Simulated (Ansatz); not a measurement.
Cost and result for the atomization energy of `N=C(F)S[SiH2]N` (11 atoms, 10 bonds).

```xyz
11

N     1.512   -2.145   -1.816
C     0.981   -1.444   -0.936
F     0.995   -1.773    0.381
S     0.146    0.057   -1.254
Si   -0.478    0.635    0.752
N    -1.331    2.106    0.643
H     1.948   -2.979   -1.427
H     0.727    0.836    1.586
H    -1.378   -0.408    1.289
H    -0.850    2.978    0.494
H    -2.273    2.137    0.289
```

The species carries charge 0 and has multiplicity 1. The geometry is a stationary point of PBE0-D4/def2-TZVP. It is one conformer, not always the lowest. Program: Ansatz. All runs use 4 threads of an AMD EPYC 7R43 on a shared host. Times are those of one run each, without the atoms' runs, and a repeat can differ threefold. Electronic energies, without spin–orbit coupling; frozen cores. CCSD(T)/CBS adds CCSD(T) − MP2 in def2-TZVPP to the MP2 limit, and its time is that of the two runs behind it. T1 = 0.013. B3LYP takes the VWN-RPA correlation (the form of Gaussian; ORCA's B3LYP/G).

CCSD(T)/CBS is a level of theory with its own doubt, some kJ/mol a heavy atom from the limit and from the frozen cores, so smaller differences don't rank the functionals.

```csv
level,functions,wall time,atomization (kJ/mol),difference from CCSD(T)/CBS,per bond
LDA (SPW92)/def2-TZVPP,278,3 s,4620.3,692.0,69.2
PBE-D4/def2-TZVPP (with forces),278,3.9 s,4067.2,138.9,13.9
BLYP-D4/def2-TZVPP,278,4.3 s,3976.0,47.7,4.8
PBE0-D4/def2-TZVPP,278,5.5 s,3942.6,14.3,1.4
r2SCAN-D4/def2-TZVPP (with forces),278,7 s,3940.3,12.0,1.2
B3LYP-D4/def2-TZVPP (with forces),278,8 s,3944.4,16.1,1.6
r2SCANh-D4/def2-TZVPP,278,8 s,3898.8,-29.5,-2.9
B2PLYP/def2-TZVPP,278,9 s,3886.2,-42.1,-4.2
CCSD(T)/def2-SVP,117,12 s,3605.3,-323.0,-32.3
ωB97M-V/def2-TZVPP (with forces),278,19 s,3964.4,36.1,3.6
MP2/def2-QZVPP,518,46 s,3962.9,34.6,3.5
CCSD(T)/def2-TZVPP,278,6.7 min,3786.9,-141.4,-14.1
CCSD(T)/CBS(def2),–,7.4 min,3928.3,0.0,0.0
```

In def2-TZVPP, CCSD(T) changes the Hartree–Fock value by +1187.8 kJ/mol (the triples alone add +84.3 kJ/mol) and MP2 by +1279.7 kJ/mol; breaking electron pairs costs correlation energy, which Hartree–Fock lacks. At CCSD(T), def2-SVP lies −323.0 kJ/mol from the extrapolated value and def2-TZVPP −141.3 kJ/mol: correlation converges slowly with the basis, and small sets miss more of it in the bonded molecule than in its fragments. From PBE to PBE0 (25 % exact exchange), in def2-TZVPP and without D4, the atomization energy moves by −120.6 kJ/mol: exact exchange takes away binding that semilocal exchange gives to molecules.
